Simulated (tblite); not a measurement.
Question: Write a Z-matrix for `O=S(=O)(/C=C/O)C(F)(F)F` as optimised with GFN2-xTB.

Answer: 
Z-matrix in Å and degrees, rows numbered from 1:
```
O 
S   1  1.4290
O   2  1.4250  1  119.94
C   2  1.7587  1  110.28  3   132.14
C   4  1.3301  2  117.21  1    13.62
O   5  1.3323  4  123.49  2   178.46
C   2  1.8975  1  105.52  3  -120.22
F   7  1.3362  2  108.28  1   -55.77
F   7  1.3323  2  110.04  1  -173.15
F   7  1.3222  2  112.95  1    64.81
H   4  1.0721  2  117.02  1  -167.38
H   5  1.0852  4  117.74  2    -1.94
H   6  0.9654  5  111.94  4   179.27
```

Of the pairs four or more bonds apart, O1···H12 is among the closest relative to their van der Waals radii: 2.38 Å, 88 % of the sum of Bondi's values. S2 (sulfonyl sulfur) is distorted tetrahedral (angles from 100.4° to 119.9°). The C–S distances run from 1.759 Å (S2–C4, drawn single) to 1.897 Å (S2–C7, drawn single), a spread of 0.138 Å.

The geometry is computed with GFN2-xTB (gas phase).

Point group: C1 (no symmetry element, even within 0.4 Å). Its GFN2-xTB frequencies are all real (lowest 33 cm⁻¹). The numbers are those of one conformer (O1–S2–C4–C5 14°, C4–C5–O6–H 179°).
